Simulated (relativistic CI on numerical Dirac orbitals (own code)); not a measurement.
Electric-dipole lines of La52+

Method of calculation: Dirac-Coulomb-Breit CI, KLI orbitals optimised for each configuration, a model potential for QED, unscaled Slater integrals (own radial code, finite nucleus).

CI space (outside the closed core 1s2): 2s2.2p, 2s.2p2, 2p3, 2p2.3s, 2p2.3p, 2p2.3d, 2s2.3s, 2s2.3p, 2s2.3d, 2s.2p.3s, 2s.2p.3p, 2s.2p.3d, 2s2.4s, 2s2.4p, 2s2.4d, 2s2.4f. Levels of other configurations are missing.

```csv
λ vac (Å),Lower,Upper,A (s⁻¹),log gf,S velocity/length
2.0355,2s2.2p 2P°_1/2 [1],2s2.3d 2D_3/2 [25],4.29e+14,0.03,1.00
2.0414,2s.2p2 2D_3/2 [7],2s.2p.3d 2F°_5/2 [76],4.42e+14,0.22,1.00
2.0464,2s.2p2 4P_1/2 [2],2s.2p.3d 4D°_3/2 [35],5.91e+14,0.17,0.99
2.0467,2s.2p2 2D_5/2 [5],2s.2p.3d 4F°_7/2 [63],4.89e+14,0.39,1.00
2.0494,2s.2p2 2D_5/2 [5],2s.2p.3d 4D°_5/2 [62],3.67e+14,0.14,0.99
2.0504,2s.2p2 4P_1/2 [2],2s.2p.3d 4D°_1/2 [34],8.48e+14,0.03,0.99
2.0546,2p3 2D°_5/2 [13],2p2.3d 2F_7/2 [116],5.34e+14,0.43,1.00
2.0597,2p3 2P°_3/2 [8],2p2.3d 2D_5/2 [93],5.80e+14,0.35,0.99
2.1855,2s2.2p 2P°_3/2 [3],2s2.3d 2D_5/2 [26],5.43e+14,0.37,1.00
2.1875,2s.2p2 4P_3/2 [4],2s.2p.3d 4P°_5/2 [36],4.70e+14,0.31,0.99
2.1885,2s.2p2 4P_5/2 [9],2s.2p.3d 2F°_7/2 [74],7.58e+14,0.64,1.00
2.1923,2s.2p2 2D_5/2 [5],2s.2p.3d 4F°_7/2 [38],5.12e+14,0.47,1.00
2.1955,2s.2p2 2P_3/2 [11],2s.2p.3d 2D°_5/2 [80],7.70e+14,0.52,1.00
2.1984,2p3 4S°_3/2 [12],2p2.3d 2D_5/2 [100],5.19e+14,0.35,0.99
2.2043,2p3 2D°_5/2 [13],2p2.3d 2F_7/2 [101],8.25e+14,0.68,1.00
2.2065,2p3 2P°_3/2 [15],2p2.3d 2D_5/2 [123],6.30e+14,0.44,1.00
2.2092,2s.2p2 2D_3/2 [7],2s.2p.3d 2F°_5/2 [39],4.17e+14,0.26,1.01
2.2095,2p3 2P°_3/2 [8],2p2.3d 2D_5/2 [45],4.94e+14,0.34,1.00
6.4040,2s2.3d 2D_3/2 [25],2s2.4f 2F°_5/2 [131],1.04e+14,0.58,0.98
6.5018,2s2.3d 2D_5/2 [26],2s2.4f 2F°_7/2 [132],1.10e+14,0.75,0.98
```

Terms are leading LS components. Brackets give the number of a level in order of energy, since labels repeat. The list gives strong lines, with weight on those to low levels. Levels whose partners in the same complex of configurations lie outside the list can be far off, and so can their lines. Rates are taken at the computed energies, electric ones in the length gauge. A velocity-to-length ratio far from 1 marks an uncertain rate.

At this charge energies of transitions that change n are usually good to better than 1 %, and those within a shell (Δn = 0) to a few per cent.

LS names give the leading component of a level, which can be under half, so a name can repeat, a term be missing and a line seem to break the LS rules.
